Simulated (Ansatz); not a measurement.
Cost and result up the ladder for `FC(F)(F)c1ccc(-c2ccc(-c3ccc(-c4ccc(C(F)(F)F)nc4)nc3)nc2)nc1` (44 atoms). Total charge 0; singlet. Geometry: PBE-D4/def2-SVP.

Ansatz on 2 threads of AMD EPYC 7R13 on a shared host and a share (18 GiB) of an NVIDIA H100 80GB HBM3. Times are rough, and most runs start from the orbitals of an earlier one. PBE0-D4/def2-TZVP serves as the yardstick here, not as an exact answer. Differences are given only for rows in sets of like size (and for xTB, whose basis is part of the method), since another set adds its own error. Binding counts from free atoms at the same level (F doublet, C triplet, N quartet, H doublet; other spins of the atoms weren't run), without zero-point energy or a counterpoise term.

Single mean-field runs in def2-SVP, def2-TZVP are fitted with def2-universal-jkfit.

```tsv
level	functions	wall time	binding energy per atom (eV)	difference from PBE0-D4/def2-TZVP (eV)
PBE0-D4/def2-SVP	508	4.1 s	5.42	–
PBE-D4/def2-SVP	508	4.4 s	5.60	–
PBE-D4/def2-TZVP	1064	7 s	5.49	0.17
PBE0-D4/def2-TZVP	1064	8.5 s	5.32	0.00
r2SCAN-D4/def2-TZVP (with forces)	1064	14 s	5.26	-0.06
```
